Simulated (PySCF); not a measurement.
PBE on La (lanthanum, neutral), [Xe] 5d1 6s2, 2D determinant. All numbers are calculated (PySCF 2.14, a scalar-relativistic core potential, in def2-QZVPPD with the def2 core potential (46 electrons) (7s5p4d3f2g, 81 functions)).

```
cycle= 1 E= -31.4834415913309  delta_E= -0.00693  |g|= 0.0626  |ddm|= 0.873
cycle= 2 E= -31.4881447348801  delta_E= -0.0047  |g|= 0.0489  |ddm|= 0.484
cycle= 3 E= -31.4924815108405  delta_E= -0.00434  |g|= 0.0136  |ddm|= 0.254
cycle= 4 E= -31.4930206439411  delta_E= -0.000539  |g|= 0.00984  |ddm|= 0.0851
cycle= 5 E= -31.4932253168212  delta_E= -0.000205  |g|= 0.00246  |ddm|= 0.0754
cycle= 6 E= -31.4932313680479  delta_E= -6.05e-06  |g|= 0.000323  |ddm|= 0.0115
cycle= 7 E= -31.4932319855283  delta_E= -6.17e-07  |g|= 6.42e-05  |ddm|= 0.00483
cycle= 8 E= -31.4932319967619  delta_E= -1.12e-08  |g|= 6.51e-06  |ddm|= 0.000472
cycle= 9 E= -31.493231996832  delta_E= -7.01e-11  |g|= 1.19e-06  |ddm|= 4.97e-05
converged SCF energy = -31.493231996832  <S^2> = 1.3934806  2S+1 = 2.5639662
```

Highest occupied orbital energy: -3.215 eV; ⟨L²⟩ = 8.56; populations by l: s 3.58, p 6.00, d 1.42, f 0.00.

Question: Can this result be used?

Answer: Not for this state. The run converged. ⟨L²⟩ = 8.56 against 6 for a pure D term, so this real determinant mixes terms. Energies and moments cover only the electrons outside the core potential. Spin-orbit coupling, absent here, splits the open shell strongly. ⟨S²⟩ = 1.39 against 0.75 shows spin contamination. The s, p, d and f populations moved away from the nominal configuration during the SCF.
